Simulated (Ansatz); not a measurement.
lutetium atom (Lu), doublet (core potentials on Lu); BLYP/def2-SV(P) run with Ansatz (a quantum-chemistry and plane-wave program).

Here is a job for Ansatz.
Ansatz 0.2 input:
```yaml
crystal:
  periodic: [false, false, false]
  atoms:
    - {symbol: Lu, position_ang: [0.00000000, 0.00000000, 0.00000000]}
basis:
  gaussian:
    orbitals: def2-SV_P_.json
    nuclear_model: gaussian
hamiltonian:
  xc: blyp
magnetization: {spin_polarized: true, initial_magnetization: 1}
```
The basis file holds def2-SV(P) in the JSON format of the Basis Set Exchange.

Output, abridged:

```
Functional definition: BLYP
676 factors; their error is unknown
mean field evaluation 1: about -33638.6895 eV, gradient 3.3e1 eV
mean field evaluation 2: about -33635.0937 eV, gradient 7.7e1 eV
mean field evaluation 4: about -33639.4702 eV, gradient 1.5e0 eV
mean field evaluation 8: about -33639.4808 eV, gradient 6.3e-2 eV
mean field evaluation 16: about -33639.4808 eV, gradient 1.9e-5 eV
mean field evaluation 32: about -33639.4807 eV, gradient 2.3e-2 eV
mean field evaluation 64: about -33639.1168 eV, gradient 2.1e0 eV
mean field evaluation 96: about -33639.4808 eV, gradient 4.1e-5 eV
mean field evaluation 128: about -33638.4849 eV, gradient 5.3e-1 eV
mean field -33639.48083171 eV, -1236.2281189064 hartree, gradient 3.0e-6 eV, S^2 0.766897; 12 other end points of the search recorded, 0 dependent functions left out
reference -33639.48102257 eV, -1236.2281259203 hartree; 22, 21 occupied and 50, 51 virtual orbitals, 676 factors
Total energy: -33639.48102257 eV, -1236.2281259203 hartree
```
